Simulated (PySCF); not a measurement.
Electronic absorption of (F)3Hf-NH-SiH3

(F)3Hf-NH-SiH3 (singlet state).
Z-matrix (Å and degrees, PBE0-D3(BJ)/def2-SVP geometry), rows numbered from 1:
```
Hf
F   1  1.9101
F   1  1.9132  2  111.66
F   1  1.9131  2  112.37  3  -121.56
N   1  2.0305  2  106.93  3   119.65
Si  5  1.7509  1  124.16  2  -179.13
H   5  1.0208  1  120.87  2     2.47
H   6  1.4969  5  104.97  1     0.17
H   6  1.4944  5  112.49  1   118.76
H   6  1.4946  5  112.44  1  -118.45
```

Theory: TDDFT CAM-B3LYP/def2-SVPD, vertical, gas phase, core orbitals frozen in the response, def2 core potentials past Kr (PySCF). Spin–orbit coupling is left out.

| state | E (eV) | ν̃ (cm⁻¹) | f | \|μ\| (D) | main configurations (H = HOMO, L = LUMO) |
| --- | --- | --- | --- | --- | --- |
| S1 | 6.09 | 49130 | 0.0012 | 0.22 | H→L+1 (54%), H→L (40%) |
| S2 | 6.43 | 51860 | 0.016 | 0.80 | H→L (47%), H→L+1 (39%) |
| S3 | 7.10 | 57260 | 0.055 | 1.43 | H→L+2 (91%) |
| S4 | 7.25 | 58510 | 0.0059 | 0.46 | H→L+4 (69%), H→L+3 (17%) |
| S5 | 7.57 | 61060 | 0.0051 | 0.42 | H→L+8 (26%), H→L+3 (21%), H→L+4 (12%) |
| S6 | 7.74 | 62430 | 0.085 | 1.70 | H→L+6 (32%), H→L+9 (29%), H→L+5 (13%) |
| S7 | 7.97 | 64320 | 0.059 | 1.40 | H-1→L (57%), H→L+5 (9%) |
| S8 | 8.00 | 64510 | 0.014 | 0.67 | H→L+3 (36%), H→L+5 (17%), H→L+6 (15%) |
| S9 | 8.21 | 66250 | 0.0067 | 0.46 | H→L+7 (74%) |
| S10 | 8.26 | 66640 | 0.031 | 0.99 | H-1→L+1 (21%), H→L+5 (18%), H→L+8 (16%) |

Triplets, Tamm–Dancoff:

```
state  E (eV)  λ (nm)  main configurations (H = HOMO, L = LUMO)
   T1    5.91   209.9                    H→L (59%), H→L+1 (30%)
   T2    6.20   200.0                    H→L+1 (62%), H→L (23%)
   T3    6.32   196.2                  H→L+2 (66%), H→L+6 (18%)
   T4    7.02   176.5     H→L+4 (55%), H→L+3 (22%), H→L+5 (12%)
```

The lowest singlet comes at 204 nm (588 kJ/mol) in the ultraviolet; it is very weak; its leading configuration is HOMO→LUMO+1 (54%). The strongest level in the table is S6 at 7.74 eV (160 nm, f = 0.085). For S1 the Löwdin share of hafnium is 8% in HOMO and 63% in LUMO+1 (ligand-to-metal charge transfer by this measure). Orbital energies (eV): HOMO-3 -12.25, HOMO-2 -11.97, HOMO-1 -11.21, HOMO -9.64, LUMO -0.12, LUMO+1 0.39, LUMO+2 0.80. Of the 10 states listed, 6 reach f = 0.01 and none stays under 0.0005. The vertical ionisation energy (ΔSCF) is 10.36 eV, 2.10 eV above S10. The window holds the lowest 10 singlets.
